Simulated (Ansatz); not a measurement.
CH9BSi2 (`B[SiH2]C[SiH3]`). The species carries charge 0 and has multiplicity 1. All single points use the PBE0-D4/def2-TZVP geometry. It is one conformer, not always the lowest.

```xyz
13

B    -0.031   -2.696    0.502
Si    0.135   -0.931   -0.443
C    -0.248    0.595    0.583
Si    0.030    2.214   -0.313
H     0.037   -3.713   -0.125
H    -0.166   -2.793    1.688
H    -0.721   -0.930   -1.667
H     1.553   -0.861   -0.920
H    -1.290    0.546    0.914
H     0.372    0.577    1.485
H    -0.816    2.278   -1.535
H     1.455    2.336   -0.721
H    -0.311    3.378    0.552
```

**Question.** What is the dipole moment at r2SCAN/def2-TZVPP? (Best estimate.)

**Answer.** Ansatz gave: 1.09 D, with components (-0.35, -0.39, 0.96) D in this frame, pointing from negative to positive charge.

**Question.** And with PBE, B3LYP, ωB97M-V? (Estimate.)

**Answer.** Ansatz gave: PBE 1.03 D, B3LYP 1.08 D, ωB97M-V 1.12 D.

**Question.** Give the Mulliken charges with r2SCAN, B3LYP, ωB97M-V in def2-TZVPP. (Estimate.)

**Answer.** Computed: 
```json
{"atom": "B1", "r2SCAN": "-0.03", "B3LYP": "-0.05", "ωB97M-V": "-0.15"}
{"atom": "Si2", "r2SCAN": "0.22", "B3LYP": "0.16", "ωB97M-V": "0.11"}
{"atom": "C3", "r2SCAN": "-0.30", "B3LYP": "-0.32", "ωB97M-V": "-0.42"}
{"atom": "Si4", "r2SCAN": "0.28", "B3LYP": "0.26", "ωB97M-V": "0.17"}
{"atom": "H5", "r2SCAN": "0.02", "B3LYP": "0.05", "ωB97M-V": "0.09"}
{"atom": "H6", "r2SCAN": "0.02", "B3LYP": "0.06", "ωB97M-V": "0.09"}
{"atom": "H7", "r2SCAN": "-0.07", "B3LYP": "-0.07", "ωB97M-V": "-0.02"}
{"atom": "H8", "r2SCAN": "-0.07", "B3LYP": "-0.07", "ωB97M-V": "-0.02"}
{"atom": "H9", "r2SCAN": "0.08", "B3LYP": "0.10", "ωB97M-V": "0.12"}
{"atom": "H10", "r2SCAN": "0.08", "B3LYP": "0.10", "ωB97M-V": "0.13"}
{"atom": "H11", "r2SCAN": "-0.07", "B3LYP": "-0.07", "ωB97M-V": "-0.03"}
{"atom": "H12", "r2SCAN": "-0.07", "B3LYP": "-0.07", "ωB97M-V": "-0.03"}
{"atom": "H13", "r2SCAN": "-0.08", "B3LYP": "-0.07", "ωB97M-V": "-0.03"}
```

B3LYP here is the variant with VWN-RPA as its local correlation; programs differ in this.
